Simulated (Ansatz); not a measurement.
Born–Oppenheimer molecular dynamics of GaH6NO2 (10 atoms, charge 0, multiplicity 1). It starts at the highest image of a converged band. Of that band: The profile has 2 maxima (images 4, 7) with wells between them (image 6): this band takes more than one step, which may be the mechanism or a detour left from its start path. Neighbouring images differ by up to 1.6 eV, so the band resolves the path poorly. A vibrational analysis at the climbing image gives one clearly imaginary mode, 1202i cm⁻¹: a first-order saddle point.

Method: Ansatz, RKS BLYP/def2-SVP.

```json
{"ensemble": "NVE (velocity Verlet)", "time step": "0.5 fs", "steps asked": "200", "starting velocities drawn for": "100 K", "seed": "5182"}
```

First frame:

```xyz
10
Properties=species:S:1:pos:R:3
Ga 0.005 -0.060 0.181
N -0.015 0.247 2.144
H -0.791 -0.131 2.708
H 0.868 0.088 2.652
O 1.707 -0.364 -0.360
H 1.755 -0.566 -1.314
O -1.388 -0.823 -0.706
H -2.218 -0.317 -0.620
H -0.329 1.822 0.464
H -0.223 1.443 1.391
```

How far do the bonds stretch over the last three quarters of this one trajectory? (Pairs bonded in most of those frames.)


```json
{"bond": "Ga1–N2", "mean (Å)": "1.841", "spread (Å)": "0.058", "shortest": "1.76", "longest": "1.95"}
{"bond": "Ga1–O5", "mean (Å)": "1.813", "spread (Å)": "0.007", "shortest": "1.80", "longest": "1.83"}
{"bond": "Ga1–O7", "mean (Å)": "1.826", "spread (Å)": "0.019", "shortest": "1.79", "longest": "1.86"}
{"bond": "N2–H3", "mean (Å)": "1.024", "spread (Å)": "0.007", "shortest": "1.01", "longest": "1.04"}
{"bond": "N2–H4", "mean (Å)": "1.025", "spread (Å)": "0.006", "shortest": "1.01", "longest": "1.04"}
{"bond": "O5–H6", "mean (Å)": "0.977", "spread (Å)": "0.002", "shortest": "0.97", "longest": "0.98"}
{"bond": "O7–H8", "mean (Å)": "0.978", "spread (Å)": "0.020", "shortest": "0.95", "longest": "1.01"}
{"bond": "H9–H10", "mean (Å)": "0.776", "spread (Å)": "0.044", "shortest": "0.71", "longest": "0.84"}
```

Mean temperature of the second half: 722 K. The conserved energy stayed within 0.2 meV per atom of its start (net change -0.1 meV per atom), so the integration is sound. The kinetic energy rose, since the run started high on the potential surface and went downhill. It ends in pieces (GaH4NO2 + H2), so much of that is their flight and rotation, not heat. A run of 0.1 ps of so small a system gives no equilibrium averages. The orbitals stay closed-shell, which can raise the energy where a bond breaks towards radicals; this wasn't checked here.

Run time: 4.6 min on 2 threads of AMD EPYC 7R43 64-Core Processor (Zen 3) (shared host), peak memory 0.16 GiB.
